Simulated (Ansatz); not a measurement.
The O2–H6 bond of GeH4O (SMILES [OH][GeH3]) is stretched (multiplicity 1, the rest rigid).
Geometry at rest (charge 0, multiplicity 1):
```xyz
6

Ge    -0.32904     0.06812     0.07330
O      1.35706    -0.35716    -0.37169
H     -0.54454    -0.15512     1.58392
H     -1.18633    -0.88518    -0.76518
H     -0.60849     1.54276    -0.28109
H      2.01214     0.17482     0.09016
```

Cores are frozen in the correlated methods. Filled d and f shells under p-block atoms count as core.

Codes used: Ansatz (Gaussian basis) for Hartree–Fock, density functionals and correlated methods. 

Energies above the point at 0.962 Å (the B3LYP-D3(BJ) bond length), FIC-MRCISD+Q on CASSCF(4,3)/cc-pVTZ (kcal/mol): 6.56 at 0.866 Å; 4.90 at 1.058 Å; 119.80 at 3.078 Å.

Problem. Take the last value as the depth D of a Morse curve D(1 − e^(−a(R − R₀)))², fit a and R₀ to the two near points, and test it at 1.299 and 1.684 Å.

Solution. 
With D = 119.8, both near points (counted from the curve's value at 0.962 Å) are met by a = 2.27 Å⁻¹ and R₀ = 0.959 Å, so k = 2Da² = 1235 kcal/(mol Å²). The curve then gives 34.7 and 78.0 kcal/mol; the level itself gives 35.3 and 82.7, so Morse is off by -0.6 and -4.6.

Doubts at one or more of the structures used: active orbitals that take no part (FIC-MRCISD+Q on CASSCF(4,3)/cc-pVTZ).

Ansatz is an electronic-structure program.
